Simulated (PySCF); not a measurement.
A run for PySCF: R-M06-2X/def2-TZVPPD on C2H8S (a complex).

```python
from pyscf import gto, dft

mol = gto.M(
    atom='''
    S     0.14783482    0.12317471   -0.19878010
    H     0.90338942    0.48977931    0.84802223
    H    -0.29284410   -0.97515933    0.43460213
    C    -0.81683439   -0.15755157    3.74826434
    C     0.70880774   -0.12259323    3.75575161
    H    -1.21600722    0.12116974    2.77139109
    H    -1.23114247    0.53606528    4.48232986
    H    -1.19151499   -1.15437610    3.98943859
    H     1.12897335   -0.82886374    3.03627851
    H     1.10872887   -0.38300713    4.73755101
    H     1.08404337    0.87184339    3.50368942
    ''',
    basis='def2-tzvppd',
    charge=0, spin=0, verbose=4, max_memory=1800)
mf = dft.RKS(mol, xc='m062x').density_fit(auxbasis='def2-universal-jkfit')
mf.grids.level = 4
mf.conv_tol = 1e-9
mf.max_cycle = 150
mf.kernel()
mf.dip_moment()
```

The log:

```
PySCF version 2.14.0

[INPUT] verbose = 4
[INPUT] num. atoms = 11
[INPUT] num. electrons = 36
[INPUT] charge = 0
[INPUT] spin (= nelec alpha-beta = 2S) = 0
[INPUT] symmetry False subgroup None
[INPUT] Mole.unit = angstrom
[INPUT] Symbol           X                Y                Z      unit          X                Y                Z       unit  Magmom
[INPUT]  1 S      0.147834820000   0.123174710000  -0.198780100000 AA    0.279367321474   0.232766467373  -0.375639948014 Bohr   0.0
[INPUT]  2 H      0.903389420000   0.489779310000   0.848022230000 AA    1.707158587630   0.925548757378   1.602529762243 Bohr   0.0
[INPUT]  3 H     -0.292844100000  -0.975159330000   0.434602130000 AA   -0.553395146195  -1.842784061514   0.821278998853 Bohr   0.0
[INPUT]  4 C     -0.816834390000  -0.157551570000   3.748264340000 AA   -1.543593286226  -0.297729317795   7.083193045074 Bohr   0.0
[INPUT]  5 C      0.708807740000  -0.122593230000   3.755751610000 AA    1.339452503572  -0.231667629426   7.097341934794 Bohr   0.0
[INPUT]  6 H     -1.216007220000   0.121169740000   2.771391090000 AA   -2.297920611294   0.228977623185   5.237170144160 Bohr   0.0
[INPUT]  7 H     -1.231142470000   0.536065280000   4.482329860000 AA   -2.326522088621   1.013016564088   8.470375835360 Bohr   0.0
[INPUT]  8 H     -1.191514990000  -1.154376100000   3.989438590000 AA   -2.251637004414  -2.181454673744   7.538946325871 Bohr   0.0
[INPUT]  9 H      1.128973350000  -0.828863740000   3.036278510000 AA    2.133450433433  -1.566325463183   5.737734821802 Bohr   0.0
[INPUT] 10 H      1.108728870000  -0.383007130000   4.737551010000 AA    2.095193910699  -0.723778579456   8.952673910057 Bohr   0.0
[INPUT] 11 H      1.084043370000   0.871843390000   3.503689420000 AA    2.048545076451   1.647545230612   6.621013429336 Bohr   0.0

nuclear repulsion = 98.4060928628083
number of shells = 99
number of NR pGTOs = 328
number of NR cGTOs = 261
basis = def2-tzvppd
ecp = {}


******** <class 'pyscf.df.df_jk.DFRKS'> ********
method = DFRKS
initial guess = minao
damping factor = 0
level_shift factor = 0
DIIS = <class 'pyscf.scf.diis.CDIIS'>
diis_start_cycle = 1
diis_space = 8
diis_damp = 0
SCF conv_tol = 1e-09
SCF conv_tol_grad = None
SCF max_cycles = 150
direct_scf = False
XC library pyscf.dft.libxc version 7.1.2
    S. Lehtola, C. Steigemann, M. J. T. Oliveira, and M. A. L. Marques,  SoftwareX 7, 1–5 (2018)
XC functionals = m062x
    Y. Zhao and D. G. Truhlar,  Theor. Chem. Acc. 120, 215 (2008)
    Y. Zhao and D. G. Truhlar,  Theor. Chem. Acc. 120, 215 (2008)
radial grids:
    Treutler-Ahlrichs [JCP 102, 346 (1995); DOI:10.1063/1.469408] (M4) radial grids

becke partition: Becke, JCP 88, 2547 (1988); DOI:10.1063/1.454033
pruning grids: <function nwchem_prune>
grids dens level: 4
symmetrized grids: False
atomic radii adjust function: <function treutler_atomic_radii_adjust>
small_rho_cutoff = 0
Set gradient conv threshold to 3.16228e-05
Initial guess from minao.
tot grids = 211576
******** <class 'pyscf.df.df.DF'> ********
auxbasis = def2-universal-jkfit
init E= -479.053872886301
  HOMO = -0.31167630519009  LUMO = -0.0114962326316974  gap/eV = 8.16832
cycle= 1 E= -479.164845959824  delta_E= -0.111  |g|= 0.291  |ddm|= 2.12
  HOMO = -0.299565984708803  LUMO = 0.0086281296035409  gap/eV = 8.38639
cycle= 2 E= -479.177851319815  delta_E= -0.013  |g|= 0.219  |ddm|= 0.608
  HOMO = -0.321267271394667  LUMO = 0.00857681478753921  gap/eV = 8.97551
cycle= 3 E= -479.189997971388  delta_E= -0.0121  |g|= 0.0263  |ddm|= 0.213
  HOMO = -0.322269683323064  LUMO = 0.00956862881002871  gap/eV = 9.02978
cycle= 4 E= -479.190148015127  delta_E= -0.00015  |g|= 0.00889  |ddm|= 0.0477
  HOMO = -0.320823115068173  LUMO = 0.00935770530619805  gap/eV = 8.98468
cycle= 5 E= -479.190169185865  delta_E= -2.12e-05  |g|= 0.00292  |ddm|= 0.0136
  HOMO = -0.321011754521628  LUMO = 0.00939995488296259  gap/eV = 8.99096
cycle= 6 E= -479.190171134191  delta_E= -1.95e-06  |g|= 0.000275  |ddm|= 0.00444
  HOMO = -0.320980597463933  LUMO = 0.00939857144612649  gap/eV = 8.99008
cycle= 7 E= -479.190171161792  delta_E= -2.76e-08  |g|= 7.81e-05  |ddm|= 0.000982
  HOMO = -0.320994771019301  LUMO = 0.00939770126251313  gap/eV = 8.99044
cycle= 8 E= -479.190171163763  delta_E= -1.97e-09  |g|= 1.68e-05  |ddm|= 0.000244
  HOMO = -0.3209920353281  LUMO = 0.00939796271812936  gap/eV = 8.99037
cycle= 9 E= -479.190171163848  delta_E= -8.48e-11  |g|= 5.29e-06  |ddm|= 4.42e-05
  HOMO = -0.320992502882877  LUMO = 0.00939778640473825  gap/eV = 8.99038
Extra cycle  E= -479.190171163851  delta_E= -2.73e-12  |g|= 4.47e-06  |ddm|= 8.72e-06
converged SCF energy = -479.190171163851
Dipole moment(X, Y, Z, Debye):  0.12356, -0.36775,  1.01580
```

The run converged.

Cost: around 40 core-seconds (rough).
